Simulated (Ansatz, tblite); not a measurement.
Cost and result up the ladder for CuH₂ (3 atoms). The state is a doublet with charge 0. Geometry: PBE-D4/def2-TZVP.

```xyz
3

Cu   -0.0092    0.2561    0.4011
H     1.2094    0.3973   -0.5102
H    -1.2002   -0.6534    0.1091
```

Ansatz on 4 threads of Intel Xeon 6975P-C on a shared host; xTB runs through tblite on one thread. Times are rough, summed over both states, and most runs start from the orbitals of an earlier one. No level here is sound enough to serve as a yardstick. The other state is a singlet.

The xTB rows come from tblite. The structure comes from a short search, and lower isomers may exist.

Run but left out: HF/def2-TZVPP, MP2/def2-TZVPP (doublet: a determinant that CCSD turns far, T1 0.114); CCSD/def2-TZVPP, CCSD(T)/def2-TZVPP (charge +1 singlet: restricted singlet, unstable towards broken spin symmetry).

Raw xTB energies of ions are shifted by several eV, and xTB has no spin-polarisation term.

```tsv
level	functions	wall time
GFN2-xTB	11	0.002 s
GFN1-xTB	13	0.004 s
PBE-D4/def2-TZVP	57	0.4 s
PBE0-D4/def2-TZVP	57	0.85 s
r2SCAN-D4/def2-TZVP (with forces)	57	0.9 s
```

Question: Estimate what each level gives for the vertical IE (eV).

Answer: 
| level | vertical IE (eV) | remarks |
| --- | --- | --- |
| GFN2-xTB | 14.05 | – |
| GFN1-xTB | 14.41 | – |
| PBE-D4/def2-TZVP | 9.83 | restricted SCF unstable in HF (+1 singlet) |
| PBE0-D4/def2-TZVP | 10.07 | restricted SCF unstable in HF (+1 singlet) |
| r2SCAN-D4/def2-TZVP (with forces) | 10.00 | restricted SCF unstable in HF (+1 singlet) |
